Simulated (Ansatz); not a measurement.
`C[SiH](N)Br` + NH₃ → `C[SiH](N)N` + HBr at 400 K and 1 bar (ligand exchange at the Si–Br bond).

Calculated with Ansatz (gas phase, PBE0-D4/def2-TZVP geometries, no zero-point term in ΔE). CBS: MP2 limit from def2 TZ/QZ plus the TZ coupled-cluster correction, frozen cores. This one scheme is used for every species. For Br outer-core shells are correlated without core-valence functions, which leaves a few kJ/mol of doubt a bond. Scalar relativity is left out up to krypton. One conformer a species, not always the lowest.

```
      species  CCSD(T)/CBS energy (Eh)  H − E (kJ/mol)  S (J/(mol·K))
`C[SiH](N)Br`              -2958.86440           224.2          376.2
          NH₃                -56.50880           104.2          203.1
 `C[SiH](N)N`               -441.43339           291.5          370.5
          HBr              -2573.91920            27.6          207.2
```

H − E and S are ideal-gas, rigid-rotor, harmonic terms from PBE0-D4/def2-TZVP, for one conformer and one mirror image of each species. 1 Eh = 2625.50 kJ/mol, R = 8.31446 J/(mol·K).

Q: By hand: ΔE, ΔH, ΔS and ΔG.

A: ΔE = (-441.43339) + (-2573.91920) − (-2958.86440) − (-56.50880) = 0.02061 Eh = 54.1 kJ/mol. Δ(H − E) = 291.5 + 27.6 − 224.2 − 104.2 = -9.3, so ΔH = 44.8 kJ/mol. ΔS = 370.5 + 207.2 − 376.2 − 203.1 = -1.6 J/(mol·K). ΔG = 44.8 − 400 × (-1.6)/1000 = 45.4 kJ/mol.

Q: By hand: the equilibrium constant, and the temperature at which ΔG would vanish if ΔH and ΔS stayed fixed.

A: log₁₀ K = −ΔG/(RT ln 10) = -5.9. ΔH and −TΔS have one sign here, so there is no such temperature.

The number of gas molecules stays the same, so ΔS is small and ΔH decides. A doubt of 5 kJ/mol in ΔE shifts log₁₀ K by 0.7 here. Other conformers and mirror images would add mixing entropy, several J/(mol·K) or more a flexible species. These are equilibria of isolated gas molecules and say nothing of rates. Largest T1 diagnostic: 0.009 (customary marks: 0.02 for closed shells, 0.045 for open ones).

ΔS is within the doubt of such terms, so its sign, and with it that verdict, could turn.
